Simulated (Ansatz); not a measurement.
Reaction (redistribution): `[CH3][Al]([CH3])[SeH]` + `C[O][GeH2][Cl]` → `C[O][GeH2][SeH]` + `[CH3][Al]([CH3])[Cl]`

Computed with Ansatz on PBE0-D4/def2-TZVP structures; ΔE is electronic, products minus reactants. CCSD(T)/CBS adds triple-zeta CCSD(T) − MP2 to the extrapolated MP2 energy (def2 sets, frozen cores). Functionals use def2-TZVPP. For Ge, Se outer-core shells are correlated without core-valence functions, which leaves a few kJ/mol of doubt a bond. Scalar relativity is left out up to krypton. Each species was taken in one conformer, which may not be the lowest.

```
                species  ωB97X-V energy (Eh)
`[CH3][Al]([CH3])[SeH]`          -2724.22493
       `C[O][GeH2][Cl]`          -2653.35527
      `C[O][GeH2][SeH]`          -4595.12999
 `[CH3][Al]([CH3])[Cl]`           -782.46478
```

(1) Work out ΔE.

Largest T1 diagnostic among the species: 0.011.

Answers

(1) ΔE = (-4595.12999) + (-782.46478) − (-2724.22493) − (-2653.35527) = -0.01457 Eh = -38.3 kJ/mol. CCSD(T)/CBS gives -38.2 kJ/mol.

In def2-TZVPP, CCSD(T) changes the Hartree–Fock value by −3.6 kJ/mol (the triples alone add −0.3 kJ/mol) and MP2 by −4.9 kJ/mol.
